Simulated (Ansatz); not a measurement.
C4NiO4, singlet, at a GFN2-xTB geometry (such geometries of metal compounds can be far from the true shape); Ansatz (a first-principles code) with PBE0/STO-3G.

Ansatz was given this input:
Ansatz 0.2 input:
```yaml
crystal:
  periodic: [false, false, false]
  atoms:
    - {symbol: Ni, position_ang: [-0.00003582, -0.00773716, 0.01960940]}
    - {symbol: O, position_ang: [1.93923716, 1.49032821, -1.61885180]}
    - {symbol: C, position_ang: [1.19284818, 0.91499975, -0.99111156]}
    - {symbol: O, position_ang: [1.44317332, -1.42618256, 2.16326098]}
    - {symbol: C, position_ang: [0.88547197, -0.88079153, 1.34248493]}
    - {symbol: O, position_ang: [-1.42199832, -1.96263108, -1.66803699]}
    - {symbol: C, position_ang: [-0.87547925, -1.21207300, -1.01987292]}
    - {symbol: O, position_ang: [-1.94751852, 1.86910439, 1.19287458]}
    - {symbol: C, position_ang: [-1.19927282, 1.14744715, 0.74402434]}
basis:
  gaussian:
    orbitals: STO-3G
hamiltonian:
  xc: pbe0
accuracy: high
```

What the program printed (banner, timings and long lists left out):

```
Functional definition: PBE0
1174 factors; integrals over basis functions are off by at most 1.0e-8 eV
mean field evaluation 1: about -52216.4322 eV, gradient 2.9e2 eV
mean field evaluation 2: about -51670.7129 eV, gradient 4.9e2 eV
mean field evaluation 4: about -52180.0618 eV, gradient 2.8e2 eV
mean field evaluation 8: about -52531.3668 eV, gradient 1.7e2 eV
mean field evaluation 16: about -52735.9700 eV, gradient 1.4e-3 eV
mean field -52735.97000037 eV, -1938.0111517893 hartree, gradient 7.4e-8 eV, S^2 0.000000; 0 other end points of the search recorded, 0 dependent functions left out
reference -52735.97000217 eV, -1938.0111518555 hartree; 42, 42 occupied and 16, 16 virtual orbitals, 1174 factors
Total energy: -52735.97000217 eV, -1938.0111518555 hartree
```
